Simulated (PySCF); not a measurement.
# Iodine: a sound run and one with changed settings

Sound run: I²⁺ [Kr] 4d10 5s2 5p3, I³⁺ [Kr] 4d10 5s2 5p2. Computed with PySCF 2.14 in cc-pVDZ-PP with ECP28MDF (4s3p2d, 23 functions), with scalar relativity through the core potential. In the sound run the correlated levels freeze 4s2 4p6 4d10 outside the core potential. The sound run starts from symmetry-adapted Hartree-Fock orbitals and uses a fine grid where one is needed.

Changed run: a valence shell is frozen. This setting is unsound on purpose.

| species | method | sound run (hartree) | changed run (hartree) | converged |
| --- | --- | --- | --- | --- |
| I²⁺ | MP2 | -293.69912 | -293.66336 | yes |
| I²⁺ | CCSD(T) | -293.71209 | -293.66722 | yes |
| I³⁺ | MP2 | -292.59314 | -292.56055 | yes |
| I³⁺ | CCSD(T) | -292.60736 | -292.56204 | yes |

Ionisation energy of I²⁺:

```
 method  sound run (eV)  changed run (eV)
    UHF          29.805            29.805
    MP2          30.095            30.009
SCS-MP2          29.996            29.873
   CCSD          30.059            30.073
CCSD(T)          30.061            30.073
```

Freezing a valence shell removes pair correlation that changes on ionisation.

For comparison, NIST gives 29.57 ± 0.025 eV between the lowest levels.
